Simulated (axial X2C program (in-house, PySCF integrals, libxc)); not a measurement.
**Outer orbitals of FeN at 1.603 Å, PBE0**

All values were computed with an axial X2C code built on PySCF integrals. Spin-free means the one-electron spin-free X2C Hamiltonian; two-component (2c) means X2C with spin–orbit coupling and atomic mean-field two-electron Coulomb and Gaunt terms, so the difference of the two also holds small scalar two-electron terms. Basis: Fe dyall-cv3z [9s10p6d3f2g], N dyall-av3z [7s7p3d2f] (cores contracted in-house); Gaussian nuclei, density fitting, unrestricted open shells. Masses: Fe 55.935 u, N 14.003 u.

The distance is close to the 2c PBE0 minimum; the highest filled and lowest empty levels are listed.

Spin-free orbitals, state M_S = 5/2, Λ = 0 (beyond evenly filled blocks: σα, π+α, π-α, δ+α, δ-α) (Löwdin shares):

| symmetry | occupied | ε (eV) | atomic character |
| --- | --- | --- | --- |
| σα | yes | -20.30 | 69% N s, 14% Fe d, 9% Fe p |
| σβ | yes | -18.88 | 68% N s, 13% Fe d, 10% Fe p |
| δ-α | yes | -11.38 | 99% Fe d |
| δ+α | yes | -11.38 | 99% Fe d |
| π+α | yes | -11.27 | 82% Fe d, 17% N p |
| π-α | yes | -11.27 | 82% Fe d, 17% N p |
| σα | yes | -10.58 | 71% Fe d, 17% N p, 8% N s |
| σβ | yes | -8.22 | 62% N p, 26% Fe d, 8% N s |
| π+β | yes | -7.68 | 61% Fe d, 35% N p |
| π-β | yes | -7.68 | 61% Fe d, 35% N p |
| σα | yes | -6.86 | 42% Fe s, 40% N p, 7% Fe p |
| π-α | yes | -6.59 | 68% N p, 17% Fe d, 14% Fe p |
| π+α | yes | -6.59 | 68% N p, 17% Fe d, 14% Fe p |
| σβ | no | -2.78 | 52% Fe s, 19% Fe d, 14% N p |
| σα | no | -2.38 | 34% N p, 33% Fe p, 17% Fe s |
| δ+β | no | -2.06 | 98% Fe d |
| δ-β | no | -2.06 | 98% Fe d |

Spinors with spin–orbit coupling (state Ω = 5/2):

```tsv
ω	occupied	ε (eV)	atomic character	λ mixture
1/2	yes	-20.31	69% N s, 14% Fe d, 9% Fe p	100% σ
-1/2	yes	-18.88	68% N s, 13% Fe d, 10% Fe p	100% σ
-3/2	yes	-11.43	99% Fe d	100% δ
5/2	yes	-11.32	99% Fe d	100% δ
-1/2	yes	-11.29	82% Fe d, 16% N p	100% π
3/2	yes	-11.25	82% Fe d, 17% N p	100% π
1/2	yes	-10.58	71% Fe d, 17% N p, 8% N s	100% σ
-1/2	yes	-8.22	62% N p, 26% Fe d, 8% N s	100% σ
1/2	yes	-7.70	61% Fe d, 35% N p	100% π
-3/2	yes	-7.66	61% Fe d, 36% N p	100% π
1/2	yes	-6.86	42% Fe s, 40% N p, 7% Fe p	100% σ
-1/2	yes	-6.60	68% N p, 17% Fe d, 14% Fe p	100% π
3/2	yes	-6.57	67% N p, 17% Fe d, 14% Fe p	100% π
-1/2	no	-2.78	52% Fe s, 19% Fe d, 14% N p	100% σ
1/2	no	-2.38	34% N p, 33% Fe p, 17% Fe s	100% σ
3/2	no	-2.10	98% Fe d	100% δ
-5/2	no	-2.02	98% Fe d	100% δ
```

Mulliken charges and populations of the two-component result (they depend on the basis, above all on diffuse functions):

Fe 0.72 e (s 6.66 p 12.29 d 6.32), N -0.72 e (s 3.97 p 3.69 d 0.05 f 0.01). ⟨Lz⟩ = 0.00 ħ and ⟨Sz⟩ = 2.50 ħ (2.08 and 0.42 on the two atoms), which add up to Ω.

One determinant describes the state; a PBE0 search over occupations chose it and may have missed a lower one. Density functionals use the spin component along the axis (collinear). Other states lie close and PBE0, whose exact exchange favours high spin, may order them wrongly; the determinant shown need not be the ground state. The nearest other spin-free determinant of the search, M_S = 3/2, Λ = 1, lies 0.40 eV up at the distance of the search. With several unpaired electrons one determinant need not be a pure state. This is the top spin component of a Σ state; components of lower Ω are not single determinants and can lie lower. The determinant is spin-polarised beyond a pure state at some levels (its spin-free form has ⟨S²⟩ too high), which makes Re and μ there less reliable.
